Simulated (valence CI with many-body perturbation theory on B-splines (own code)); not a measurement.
**E1 line list for Tb⁵²⁺**

Calculated by valence CI with perturbative core correlation (CI+MBPT): three valence electrons over a frozen Dirac-Fock core [Ne], a basis of 11 s, 11 p, 9 d, 7 f, 5 g, 2 h, 1 i functions for each j, with the one-electron correlation potential Σ1 (screened to all orders), the two-electron term Σ2, the three-electron term Σ3, Breit, model QED; selected single and double excitations, second order for the rest (own B-spline code, finite nucleus).

No measured spectrum was set against this ion. As an estimate, large intervals hold to a few tenths of a per cent, small ones and those within an open d or f shell to about a per cent.

Lines 51 to 100 of 265 in falling wavelength, among levels below 7839.4 × 10³ cm⁻¹, chosen from the strongest by gf and those to the six lowest levels. Wavelengths and rates use the calculated energies. Electric multipoles are in the length gauge, E1 and E2 with the static RPA response of the core. Weak lines are less certain than strong ones. Lines between different terms over intervals too small for the method are left out, as are lines whose strength nearly cancels. Where a level lies close to another of its J and parity, the split of strength between their lines is uncertain. The highest levels of a list are the least certain.

Levels are named by their leading jj configuration (3d3/2^4 stands for four electrons in 3d with j = 3/2), which in mixed levels can hold well under half, so a name can repeat and another be missing. Letters in brackets count levels of one name in rising energy.

```tsv
λ vac (Å)	Upper	Lower	A (s⁻¹)	log gf	Branch %
60.78	(3s 3p3/2 3d5/2) J=3/2 [a]	(3s 3p3/2^2) J=3/2	2.92e+10	-1.19	5.4
60.58	(3s 3p1/2 3d3/2) J=3/2 [b]	(3s 3p1/2 3p3/2) J=5/2	3.73e+08	-3.09	0.0
60.39	(3s 3p1/2 3d5/2) J=5/2 [a]	(3s 3p1/2 3p3/2) J=3/2 [b]	1.50e+09	-2.31	0.9
57.87	(3s 3d3/2 3d5/2) J=3/2 [b]	(3s 3p3/2 3d3/2) J=1/2 [b]	3.76e+10	-1.12	3.3
57.52	(3s 3d3/2 3d5/2) J=5/2 [b]	(3s 3p3/2 3d3/2) J=5/2 [b]	3.03e+10	-1.04	2.5
57.52	(3s 3d3/2 3d5/2) J=7/2 [b]	(3s 3p3/2 3d3/2) J=5/2 [b]	1.07e+11	-0.37	13.8
57.46	(3s 3p1/2 3d3/2) J=1/2	(3s 3p1/2 3p3/2) J=3/2 [a]	4.50e+09	-2.35	0.5
56.46	(3s 3p1/2 3d3/2) J=3/2 [b]	(3s 3p1/2 3p3/2) J=3/2 [a]	5.20e+09	-2.00	0.4
56.16	(3s 3d3/2 3d5/2) J=9/2	(3s 3p3/2 3d5/2) J=9/2	1.58e+10	-1.13	1.8
56.03	(3s 3p1/2 3d5/2) J=3/2	(3s 3p1/2 3p3/2) J=1/2	9.72e+10	-0.74	24.0
55.53	(3s 3d3/2 3d5/2) J=1/2	(3s 3p3/2 3d3/2) J=1/2 [b]	1.04e+11	-1.02	7.2
55.31	(3s 3p1/2 3d5/2) J=5/2 [a]	(3s 3p1/2 3p3/2) J=5/2	5.04e+09	-1.86	3.1
55.06	(3s 3p1/2 3d5/2) J=5/2 [b]	(3s 3p1/2 3p3/2) J=3/2 [b]	7.98e+10	-0.66	54.0
54.97	(3p1/2 3p3/2 3d5/2) J=5/2 [a]	(3p1/2 3p3/2^2) J=5/2	5.12e+10	-0.86	9.4
54.05	(3s 3d3/2 3d5/2) J=5/2 [b]	(3s 3p3/2 3d3/2) J=3/2 [b]	7.99e+10	-0.68	6.5
53.95	(3s 3p1/2 3d5/2) J=3/2	(3s 3p1/2 3p3/2) J=3/2 [b]	3.55e+10	-1.21	8.8
53.92	(3s 3p3/2 3d5/2) J=5/2 [a]	(3s 3p3/2^2) J=5/2	1.11e+11	-0.54	24.1
53.76	(3p1/2 3p3/2 3d5/2) J=1/2	(3p1/2 3p3/2^2) J=1/2	1.28e+11	-0.96	16.8
53.46	(3s 3d3/2 3d5/2) J=3/2 [b]	(3s 3p3/2 3d3/2) J=3/2 [b]	7.54e+10	-0.89	6.5
53.34	(3s 3p3/2 3d5/2) J=1/2	(3s 3p3/2^2) J=1/2	2.37e+11	-0.69	49.4
53.24	(3s 3d3/2 3d5/2) J=7/2 [a]	(3s 3p3/2 3d3/2) J=5/2 [a]	1.37e+11	-0.33	13.7
52.97	(3p1/2 3p3/2 3d5/2) J=3/2 [b]	(3p1/2 3p3/2^2) J=1/2	1.05e+11	-0.75	12.9
52.82	(3s 3p1/2 3d5/2) J=7/2	(3s 3p1/2 3p3/2) J=5/2	9.80e+10	-0.48	86.5
52.81	(3s^2 3d5/2) J=5/2	(3s^2 3p3/2) J=3/2	1.49e+11	-0.43	100.0
52.67	(3p1/2^2 3d5/2) J=5/2	(3p1/2^2 3p3/2) J=3/2	7.73e+10	-0.71	38.3
52.43	(3p1/2 3p3/2 3d5/2) J=5/2 [b]	(3p1/2 3p3/2^2) J=3/2	3.03e+11	-0.13	36.4
52.26	(3s 3p3/2 3d5/2) J=5/2 [b]	(3s 3p3/2^2) J=3/2	3.29e+11	-0.09	27.4
52.26	(3p1/2 3p3/2 3d5/2) J=7/2 [b]	(3p1/2 3p3/2^2) J=5/2	2.08e+11	-0.17	41.6
51.96	(3s 3p3/2 3d5/2) J=7/2 [a]	(3s 3p3/2^2) J=5/2	1.56e+11	-0.30	48.8
51.85	(3s 3p1/2 3d5/2) J=5/2 [a]	(3s 3p1/2 3p3/2) J=3/2 [a]	1.57e+11	-0.42	95.4
51.72	(3s 3d3/2 3d5/2) J=5/2 [a]	(3s 3p3/2 3d3/2) J=3/2 [a]	1.50e+11	-0.44	14.8
51.60	(3s 3p3/2 3d5/2) J=3/2 [a]	(3s 3p3/2^2) J=5/2	4.54e+10	-1.14	8.5
51.58	(3p1/2 3p3/2 3d5/2) J=5/2 [b]	(3p1/2 3p3/2^2) J=5/2	3.90e+10	-1.03	4.7
51.49	(3s 3p3/2 3d5/2) J=3/2 [b]	(3s 3p3/2^2) J=1/2	1.58e+11	-0.60	13.8
51.10	(3s 3d3/2 3d5/2) J=3/2 [a]	(3s 3p3/2 3d3/2) J=1/2 [a]	1.46e+11	-0.64	15.5
51.03	(3s 3d3/2 3d5/2) J=9/2	(3s 3p3/2 3d3/2) J=7/2	2.20e+11	-0.07	24.9
50.83	(3s 3d3/2 3d5/2) J=3/2 [a]	(3s 3p3/2 3d3/2) J=3/2 [a]	4.49e+10	-1.16	4.8
50.81	(3s 3p1/2 3d5/2) J=5/2 [b]	(3s 3p1/2 3p3/2) J=5/2	4.90e+10	-0.94	33.1
49.87	(3s 3p1/2 3d5/2) J=3/2	(3s 3p1/2 3p3/2) J=5/2	2.05e+10	-1.51	5.1
49.33	(3s 3d3/2 3d5/2) J=7/2 [b]	(3s 3p3/2 3d3/2) J=7/2	4.66e+10	-0.87	6.0
48.82	(3s 3p3/2 3d5/2) J=7/2 [b]	(3s 3p3/2^2) J=5/2	2.12e+11	-0.22	24.6
48.71	(3s 3d3/2 3d5/2) J=5/2 [b]	(3s 3p3/2 3d3/2) J=5/2 [a]	6.86e+10	-0.83	5.5
48.71	(3s 3d3/2 3d5/2) J=7/2 [b]	(3s 3p3/2 3d3/2) J=5/2 [a]	2.52e+10	-1.14	3.2
47.88	(3s 3p1/2 3d5/2) J=5/2 [b]	(3s 3p1/2 3p3/2) J=3/2 [a]	6.51e+09	-1.87	4.4
47.04	(3s 3p1/2 3d5/2) J=3/2	(3s 3p1/2 3p3/2) J=3/2 [a]	4.51e+10	-1.22	11.1
45.33	(3s 3p3/2 3d5/2) J=5/2 [b]	(3s 3p3/2^2) J=5/2	5.66e+10	-0.98	4.7
40.23	(3s 3p1/2 3p3/2) J=3/2 [a]	(3s^2 3p1/2) J=1/2	3.21e+09	-2.51	69.2
39.41	(3p1/2 3p3/2 3d5/2) J=7/2 [a]	(3s 3p1/2 3d5/2) J=5/2 [b]	4.11e+10	-1.12	7.1
39.29	(3s 3p3/2 3d5/2) J=5/2 [a]	(3s^2 3d5/2) J=5/2	1.72e+11	-0.62	37.2
38.82	(3s 3d3/2^2) J=3/2	(3s 3p1/2 3d5/2) J=3/2	1.11e+11	-1.00	10.6
```
